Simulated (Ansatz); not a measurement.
Breaking the Ga1–I4 bond in GaH2I (SMILES [GaH2][I]) (multiplicity 1 held, fragments rigid). Energies count from the point at 2.512 Å.
Geometry at that point (charge 0, multiplicity 1):
```xyz
4

Ga    -0.82102    -1.27597     0.21510
H     -0.27059    -2.26515     1.28726
H     -2.09923    -1.41786    -0.66637
I      0.52493     0.81581    -0.13753
```

Signs of static correlation in def2-TZVPP, with CASSCF(6,4), from Ansatz (an electronic-structure program) runs.

```json
[
 {"R (Å)": "2.010", "T1 of restricted CCSD": "0.009", "⟨S²⟩ of UHF": "0.000", "largest double amplitude of restricted CCSD": "0.033", "weight of the CASSCF reference in MRCISD": "0.903", "CASSCF natural occupations": "2.00 2.00 1.99 0.02"},
 {"R (Å)": "2.261", "T1 of restricted CCSD": "0.010", "⟨S²⟩ of UHF": "0.000", "largest double amplitude of restricted CCSD": "0.036", "weight of the CASSCF reference in MRCISD": "0.900", "CASSCF natural occupations": "2.00 2.00 1.99 0.01"},
 {"R (Å)": "2.512", "T1 of restricted CCSD": "0.011", "⟨S²⟩ of UHF": "0.000", "largest double amplitude of restricted CCSD": "0.040", "weight of the CASSCF reference in MRCISD": "0.899", "CASSCF natural occupations": "2.00 2.00 1.98 0.02"},
 {"R (Å)": "2.763", "T1 of restricted CCSD": "0.012", "⟨S²⟩ of UHF": "0.000", "largest double amplitude of restricted CCSD": "0.058", "weight of the CASSCF reference in MRCISD": "0.898", "CASSCF natural occupations": "2.00 2.00 1.97 0.03"},
 {"R (Å)": "3.015", "T1 of restricted CCSD": "0.013", "⟨S²⟩ of UHF": "0.000", "largest double amplitude of restricted CCSD": "0.081", "weight of the CASSCF reference in MRCISD": "0.898", "CASSCF natural occupations": "2.00 2.00 1.96 0.04"},
 {"R (Å)": "3.392", "T1 of restricted CCSD": "?", "⟨S²⟩ of UHF": "0.000", "largest double amplitude of restricted CCSD": "?", "weight of the CASSCF reference in MRCISD": "0.898", "CASSCF natural occupations": "2.00 2.00 1.92 0.08"},
 {"R (Å)": "3.768", "T1 of restricted CCSD": "0.027", "⟨S²⟩ of UHF": "0.564", "largest double amplitude of restricted CCSD": "0.157", "weight of the CASSCF reference in MRCISD": "0.898", "CASSCF natural occupations": "2.00 2.00 1.86 0.15"},
 {"R (Å)": "4.396", "T1 of restricted CCSD": "0.057", "⟨S²⟩ of UHF": "0.921", "largest double amplitude of restricted CCSD": "0.257", "weight of the CASSCF reference in MRCISD": "0.900", "CASSCF natural occupations": "2.00 2.00 1.62 0.38"},
 {"R (Å)": "5.025", "T1 of restricted CCSD": "0.109", "⟨S²⟩ of UHF": "0.995", "largest double amplitude of restricted CCSD": "0.458", "weight of the CASSCF reference in MRCISD": "0.901", "CASSCF natural occupations": "2.00 2.00 1.32 0.68"},
 {"R (Å)": "5.778", "T1 of restricted CCSD": "0.174", "⟨S²⟩ of UHF": "1.011", "largest double amplitude of restricted CCSD": "0.813", "weight of the CASSCF reference in MRCISD": "0.901", "CASSCF natural occupations": "2.00 2.00 1.13 0.87"},
 {"R (Å)": "6.783", "T1 of restricted CCSD": "0.213", "⟨S²⟩ of UHF": "1.014", "largest double amplitude of restricted CCSD": "1.124", "weight of the CASSCF reference in MRCISD": "0.902", "CASSCF natural occupations": "2.00 2.00 1.03 0.97"},
 {"R (Å)": "8.039", "T1 of restricted CCSD": "0.215", "⟨S²⟩ of UHF": "1.014", "largest double amplitude of restricted CCSD": "1.206", "weight of the CASSCF reference in MRCISD": "0.902", "CASSCF natural occupations": "2.00 2.00 1.01 0.99"}
]
```

Question: Fill in the missing entries.

Answer: 
- 3.392, T1 of restricted CCSD: 0.018
- 3.392, largest double amplitude of restricted CCSD: 0.117

Doubts at one or more of the structures used: active orbitals that take no part (SC-NEVPT2 on CASSCF(6,4)/def2-TZVPP); a restricted determinant that unrestricted orbitals would lower (R-CCSD(T)/def2-TZVPP); T1 above 0.05 (R-CCSD(T)/def2-TZVPP, U-CCSD(T)/def2-TZVPP); other coupled-cluster roots lie near (R-CCSD(T)/def2-TZVPP); a spin-contaminated determinant (U-CCSD(T)/def2-TZVPP); the program's own flag: other amplitudes (U-CCSD(T)/def2-TZVPP).
